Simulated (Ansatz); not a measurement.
F2Sr (SMILES [F][Sr][F]), singlet, at a GFN2-xTB geometry (such geometries of metal compounds can be far from the true shape) (core potentials on Sr). Base run: HF/def2-SVP (Ansatz, a first-principles code).

Ansatz was given this input:
Ansatz 0.2 input:
```yaml
crystal:
  periodic: [false, false, false]
  atoms:
    - {symbol: Sr, position_ang: [-0.41021296, -0.09466902, -0.03657170]}
    - {symbol: F, position_ang: [0.68751268, 1.35864233, -0.92031756]}
    - {symbol: F, position_ang: [1.04449760, -0.95892868, 1.07473142]}
basis:
  gaussian:
    orbitals: def2-SVP
hamiltonian:
  xc: hf
```

Each row names what was changed in the base input (with any setting that the change needs).

```csv
change,E (Eh)
base,-229.17807
functional = B97M-V,-230.29469
functional = BHLYP,-230.22292
functional = pbe; dispersion = d3bjatm,(withheld)
functional = wB97X-V,-230.27350
functional = pbe0,-230.16154
functional = b3lyp,(withheld)
functional = cam_b3lyp,-230.28516
functional = blyp; dispersion = d3bjatm,(withheld)
functional = lc_wpbe,(withheld)
functional = r2scan,-230.29108
functional = pbe,-230.17503
functional = revpbe,-230.32047
```

Q: What belongs in the gaps?

A: 
- functional = pbe; dispersion = d3bjatm, E (Eh): -230.17589
- functional = b3lyp, E (Eh): -230.37165
- functional = blyp; dispersion = d3bjatm, E (Eh): -230.31779
- functional = lc_wpbe, E (Eh): -230.27627

Total energies compare only within one method and basis.
